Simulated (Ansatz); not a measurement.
Start from `[OH][Ge]([OH])([OH])[OH]` and change one element to get `O[Si](O)(O)O`.

Ansatz, PBE0-D4/def2-TZVP geometries, multiplicity 1. Each molecule was computed in one conformer, which needn't be the lowest.

Scalar relativity is left out up to krypton.

| property | `[OH][Ge]([OH])([OH])[OH]` |
| --- | --- |
| LUMO energy (ωB97M-V/def2-TZVPP) / eV | 1.39 |
| HOMO energy (B3LYP/def2-TZVPP) / eV | -8.93 |
| LUMO energy (PBE/def2-TZVPP) / eV | -1.26 |
| size of the dipole moment (PBE/def2-TZVPP) / D | 0.00 |
| LUMO energy (PBE0/def2-TZVPP) / eV | -0.28 |
| LUMO energy (B3LYP/def2-TZVPP) / eV | -0.68 |

What does the change do to each property? (Estimate.)

Ansatz gave: 
```
                                      property  `O[Si](O)(O)O`  shift
         LUMO energy (ωB97M-V/def2-TZVPP) / eV            1.94   0.55
           HOMO energy (B3LYP/def2-TZVPP) / eV           -8.84   0.09
             LUMO energy (PBE/def2-TZVPP) / eV           -0.43   0.83
size of the dipole moment (PBE/def2-TZVPP) / D            0.00   0.00
            LUMO energy (PBE0/def2-TZVPP) / eV            0.47   0.75
           LUMO energy (B3LYP/def2-TZVPP) / eV            0.06   0.74
```

With PBE0 the HOMO rises by 0.10 eV and the LUMO rises by 0.75 eV, so the gap widens by about 0.65 eV. PBE moves the HOMO by 0.07 eV and ωB97M-V by 0.11 eV.

B3LYP here is the variant with VWN-RPA as its local correlation; programs differ in this.
